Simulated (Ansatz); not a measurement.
Energy needed to pull apart BNH2Br (SMILES [NH]BBr), doublet, into free ground-state atoms, from the structure below (displaced at random from a GFN2-xTB minimum); no zero-point or spin–orbit terms; open-shell atoms are treated unrestricted, in their ground-state multiplicity.

| atom | x (Å) | y (Å) | z (Å) |
| --- | --- | --- | --- |
| N1 | -0.5190 | -0.7171 | -0.1676 |
| B2 | 0.3951 | 0.1509 | 0.2057 |
| Br3 | 0.0460 | 1.9355 | -0.2369 |
| H4 | -1.2404 | -0.9272 | -0.4810 |
| H5 | 1.4876 | -0.1631 | 0.7692 |

Ansatz 0.2.0; basis: def2-TZVPP; cores frozen in the correlated methods; orbitals are unrestricted. Filled d shells of the heavier atoms are correlated. The def2 sets are not built for correlating such inner shells, so the correlated values are less sure here.

```json
{"method": "PBE-D4", "atomization energy (kJ/mol)": "1503"}
{"method": "r2SCAN-D4", "atomization energy (kJ/mol)": "?"}
{"method": "PBE0-D4", "atomization energy (kJ/mol)": "1461"}
{"method": "HSE06-D4", "atomization energy (kJ/mol)": "1463"}
{"method": "BHLYP-D4", "atomization energy (kJ/mol)": "1405"}
{"method": "wB97M-V", "atomization energy (kJ/mol)": "1444"}
{"method": "HF", "atomization energy (kJ/mol)": "983"}
{"method": "MP2", "atomization energy (kJ/mol)": "?"}
{"method": "CCSD", "atomization energy (kJ/mol)": "1343"}
{"method": "CCSD(T)", "atomization energy (kJ/mol)": "1371"}
```

(1) What does MP2 give? (To be estimated.)

(2) What does r2SCAN-D4 give? (Judge from chemistry; the value comes from the calculation.)

The T1 diagnostic stays at or below 0.018. ⟨S²⟩ of the unrestricted Hartree–Fock references: 0.77 (a pure state has 0.75).

## Answers

(1) By the calculation: 1400 kJ/mol, which is about 29 kJ/mol more than CCSD(T)/def2-TZVPP.

(2) By the calculation: 1468 kJ/mol, which is about 97 kJ/mol more than CCSD(T)/def2-TZVPP.

In triple zeta the MP2 and coupled-cluster atomization energies are still short of their basis limit by a few kcal/mol a bond, whereas those of the functionals are nearly converged, so these differences are not deviations from converged CCSD(T).

For scale, one of the runs: CCSD(T)/def2-TZVPP forces, 138 basis functions (an equivalent command: `ansatz run in.yaml --threads 4`). The run took 5.8 min on 4 CPU threads (shared host), with 3.4 GiB of host memory at its peak.
